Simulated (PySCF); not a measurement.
Gas-phase reaction: 2 Sb ⇌ Sb₂

Computed with PySCF and rigid-rotor harmonic-oscillator thermochemistry at 1 bar. † marks an energy on the PBE0/def2-TZVP geometry and frequencies; other levels use their own. MP2 and CCSD(T) freeze the core. Open shells (unrestricted): Sb (multiplicity 4); the rest are closed-shell singlets. Sb: scalar-relativistic def2 core potential, no spin-orbit coupling. MP2 isn't extrapolated to the basis-set limit. CCSD(T) isn't extrapolated to the basis-set limit.

| level | ΔH°(298 K), kJ |
|---|---|
| CCSD(T)/def2-SVP† | -201 |
| MP2/def2-TZVPP† | ? |
| PBE/def2-TZVP† | -310 |
| PBE0/def2-QZVP† | -266 |
| PBE0/def2-SVP† | ? |
| PBE0/def2-TZVP | -262 |
| r2SCAN/def2-TZVP† | ? |

Problem. Fill in the missing entries.

Solution. 
- MP2/def2-TZVPP†, ΔH°(298 K), kJ: -265
- PBE0/def2-SVP†, ΔH°(298 K), kJ: -252
- r2SCAN/def2-TZVP†, ΔH°(298 K), kJ: -266
